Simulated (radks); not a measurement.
Task: All-electron atom: Bi2+ in [Hg] 6p1. Method: scalar-relativistic Kohn-Sham, RPBE, spin-unpolarised, spherical densities, finite nucleus; Fermi nuclear charge, rms radius 5.5211 fm; computed with a radial shooting solver on a logarithmic mesh with Libxc functionals. Some entries of the table are withheld. Estimate them.

orbital  occ.  eigenvalue (hartree)  <1/r> (bohr^-1)
1s          2             -3330.876            103.2
2s          2             -599.0602            24.25
2p          6             -512.7281              (1)
3s          2             -145.1031            8.989
3p          6             -120.4236            8.110
3d         10             -95.58955              (2)
4s          2             -33.80409            3.877
4p          6             -25.71399            3.480
4d         10             -16.45140            3.131
5s          2              -6.43649            1.643
4f         14              -6.25271            2.745
5p          6              -4.16687            1.409
5d         10              -1.63579            1.069
6s          2              -1.12316           0.6200
6p          1              -0.70068           0.4791
7s          0              -0.37271           0.2677
6d          0              -0.32574           0.2934

Result: 
(1) 2p <1/r> (bohr^-1): 21.22
(2) 3d <1/r> (bohr^-1): 7.603
